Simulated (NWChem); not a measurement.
System: SeCl₃, doublet; SMILES Cl[Se](Cl)Cl

```xyz
4

Se    -0.3054     0.2709     0.0000
Cl    -0.6038    -0.2674    -2.2179
Cl    -0.6038    -0.2674     2.2179
Cl     1.8324    -0.0386     0.0000
```
Atoms are numbered in this order, from 1.

Computed with NWChem. Spin-unrestricted. In the optimisation the excess spin sits in a' (Cs, its own frame). The geometry was optimised at PBE0/def2-SVP, spin-unrestricted. This spin state was assumed; another may lie lower. No stability test was run on the SCF state. Vzz is the largest principal value of the second derivative of the potential at the nucleus (NWChem prints the opposite sign); η is the asymmetry. Non-relativistic.

### Question
What does the run give for PBE/def2-TZVP? Quantities: Vzz Se1 (a.u.); η Se1; Vzz Cl3 (a.u.); η Cl3; Vzz Cl4 (a.u.); η Cl4.

### Answer
```yaml
Vzz Se1 (a.u.): -5.196
"η Se1": 0.01
Vzz Cl3 (a.u.): 2.353
"η Cl3": 0.21
Vzz Cl4 (a.u.): 3.875
"η Cl4": 0.09
```
